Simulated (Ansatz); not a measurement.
SnF₄: single points at one geometry.

```yaml
crystal:
  periodic: [false, false, false]
  atoms:
    - {symbol: Sn, position_ang: [0.000004, 0.000062, 0.000077]}
    - {symbol: F, position_ang: [0.010590, -0.018553, 1.907683]}
    - {symbol: F, position_ang: [1.794946, 0.010873, -0.646084]}
    - {symbol: F, position_ang: [-0.906486, 1.561417, -0.616252]}
    - {symbol: F, position_ang: [-0.899054, -1.553808, -0.645423]}
basis:
  gaussian: {orbitals: def2-TZVP, initial_orbitals: start.molden}
hamiltonian: {xc: {name: wB97X-V}}
scf: {omitted_lower_state_checks: [starts]}
output: {orbitals: {seedname: orbitals}}
```

The file start.molden holds the orbitals of an earlier run on this structure, at another level or in another basis.

```sh
$ ansatz run in.yaml --threads 4 --pin off --events-out ev --progress --plain --max-ram 3916MiB
```

Shortened log:

```
Functional definition: wB97X-V
1056 factors; their error is unknown
195 factors; integrals over basis functions are off by at most 5.9e-6 eV
mean field evaluation 1: about -16702.7247 eV, gradient 1.1e1 eV
mean field evaluation 2: about -16702.7639 eV, gradient 8.8e-2 eV
mean field evaluation 4: about -16702.8437 eV, gradient 7.0e-5 eV
mean field -16702.84371588 eV, -613.8181849644 hartree, gradient 1.7e-5 eV, S^2 0.000000; 0 other end points of the search recorded, 0 dependent functions left out
reference -16702.84371368 eV, -613.8181848837 hartree; 29, 29 occupied and 145, 145 virtual orbitals, 1056 factors
Total energy: -16702.84371368 eV, -613.8181848837 hartree
Checks for a lower state left out: starts
```

Hardware: 4 threads of Intel Xeon on a shared host. Wall time 10 s.

First input, but with `gaussian: {orbitals: def2-TZVPP, initial_orbitals: start.molden}`, `correlation: {method: ccsd_t}` and without the key `hamiltonian` (abridged; 2 min):

```
Functional definition: HF
mean field -16636.96515839 eV, -611.3971926309 hartree, gradient 8.9e-6 eV, S^2 0.000000
8 core orbitals not correlated: weight in the atoms' cores, before any rotation towards them, 1.000 or more for the frozen orbitals, at most 0.000 for the correlated occupied ones
second order -35.82836406 eV of doubles, -0.00000000 eV of singles
cycle   1  -34.45793692 eV  change     1.4e0 eV  update   1.5e-1
cycle   2  -35.25502083 eV  change   -8.0e-1 eV  update   5.0e-2
cycle   3  -35.44339945 eV  change   -1.9e-1 eV  update   2.4e-2
cycle   4  -35.41852652 eV  change    2.5e-2 eV  update   6.1e-3
cycle   5  -35.41044264 eV  change    8.1e-3 eV  update   2.0e-3
cycle   6  -35.41173452 eV  change   -1.3e-3 eV  update   6.9e-4
cycle   7  -35.41182917 eV  change   -9.5e-5 eV  update   1.9e-4
cycle   8  -35.41166580 eV  change    1.6e-4 eV  update   6.2e-5
cycle   9  -35.41165475 eV  change    1.1e-5 eV  update   2.1e-5
perturbative correction -1.07638977 eV, -0.0395565945 hartree
Total energy: -16673.45320292 eV, -612.7381035347 hartree
Checks for a lower state left out: starts
```

As the first input, with `hamiltonian: {xc: pbe, dispersion: d4}` (abridged; 3.9 s):

```
Functional definition: PBE
mean field -16696.92956436 eV, -613.6008439049 hartree, gradient 1.2e-5 eV, S^2 0.000000
Total energy: -16697.02004281 eV, -613.6041689267 hartree
Checks for a lower state left out: starts
```

The first input with `hamiltonian: {xc: {name: wB97M-V}}` (abridged; 12 s):

```
Functional definition: wB97M-V
mean field -16703.29399792 eV, -613.8347325243 hartree, gradient 4.2e-6 eV, S^2 0.000000
Total energy: -16703.29405426 eV, -613.8347345946 hartree
Checks for a lower state left out: starts
```

The first input with `hamiltonian: {xc: {name: r2SCAN0}, dispersion: d4}` (abridged; 8.5 s):

```
Functional definition: r2SCAN0
mean field -16702.38930789 eV, -613.8014857790 hartree, gradient 1.2e-5 eV, S^2 0.000000
Total energy: -16702.41406597 eV, -613.8023956217 hartree
Checks for a lower state left out: starts
```

The first input with `hamiltonian: {xc: {name: BLYP}, dispersion: d4}` (abridged; 4.4 s):

```
Functional definition: BLYP
mean field -16705.19122770 eV, -613.9044544328 hartree, gradient 1.6e-5 eV, S^2 0.000000
Total energy: -16705.38758132 eV, -613.9116702951 hartree
Checks for a lower state left out: starts
```

First input, but with `hamiltonian: {xc: pbe0, dispersion: d4}` (abridged; 5.5 s):

```
Functional definition: PBE0
mean field -16696.74352904 eV, -613.5940072331 hartree, gradient 2.5e-5 eV, S^2 0.000000
Total energy: -16696.81972316 eV, -613.5968073153 hartree
Checks for a lower state left out: starts
```

Geometry: r2SCAN-D4/def2-SVP.

In the def2 sets Sn takes a core potential; there is no spin–orbit coupling. Correlated methods freeze 8 core orbitals; core or outer-core shells of Sn are correlated, in sets that lack core-valence functions.
